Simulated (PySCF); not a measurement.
All values below come from PBE-D3(BJ)/def2-TZVP // PBE0-D4/def2-SVP (PySCF). All species are isolated molecules in the gas phase. Excitations are Tamm–Dancoff values on a coarser integration grid. The basis has no diffuse functions, so Rydberg states are missing or too high.

Reference species (SMILES): `[SiH3]c1c(Cl)ccc2ccccc12` (neutral, multiplicity 1).

The HOMO comes out as -5.69 eV and the LUMO is -2.42 eV. The S1–T1 gap (TDA) is 1.12 eV and the T1 excitation (TDA) comes out as 2.86 eV.

Changed species: `c1ccc2c(c1[SiH3])c(ccc2)Cl`.

Give the shifts of the HOMO, LUMO, S1–T1 gap (TDA) and T1 excitation (TDA).

the HOMO goes up by 0.07 eV, to -5.62 eV; the LUMO falls by 0.04 eV, to -2.46 eV; the S1–T1 gap (TDA) hardly moves; the T1 excitation (TDA) decreases by 0.09 eV, to 2.77 eV.
